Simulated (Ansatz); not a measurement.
A made-up structure of BSiNH$_{4}$S, closed shell:

```
8
angstrom
B -0.9006 1.5191 -0.1890
Si 1.6381 -0.0289 0.7134
N 0.1833 -0.1395 0.0621
S -0.8649 -1.8555 -0.6309
H -1.9772 1.4795 -0.7020
H -0.4512 2.5566 0.1838
H 2.5118 -1.1257 0.9369
H 0.1122 -2.7212 -0.3101
```

It is relaxed with PBE-D4/def2-SVP and then PBE0-D4/def2-TZVP (Ansatz 0.2.0). Atoms count as bonded within 1.22 times the sum of their covalent radii (H–H: 0.88 Å). The end point is not checked to be a true minimum.

Task: Does its bonding change? (A judgement: the text doesn't fix the answer.)

Result: By the calculation: Yes. Formed: B1–N3; broken: none.

Where it ends: The first stage lowers the energy by 3.58 eV in 10 steps. It ends as BSiNH₄S ([BH2][N]([SiH])[SH]):
B1  (-0.757, 1.177, -0.172)
Si2  (1.588, 0.215, 0.733)
N3  (0.009, -0.008, 0.000)
S4  (-0.731, -1.476, -0.533)
H5  (-1.847, 1.125, -0.659)
H6  (-0.266, 2.205, 0.187)
H7  (1.967, -1.274, 0.698)
H8  (0.289, -2.279, -0.189)
(Å)

Labels in which every atom is bracketed show which atoms are joined, not bond orders.

For scale, one of the runs: PBE0-D4/def2-TZVP relaxation, 160 basis functions, launched by `ansatz run in.yaml --threads 2 --pin off --events-out ev --progress --plain --max-ram 4352MiB`. Hardware: 2 CPU threads of an Arm Neoverse V2, shared host. Wall time about 36 s.
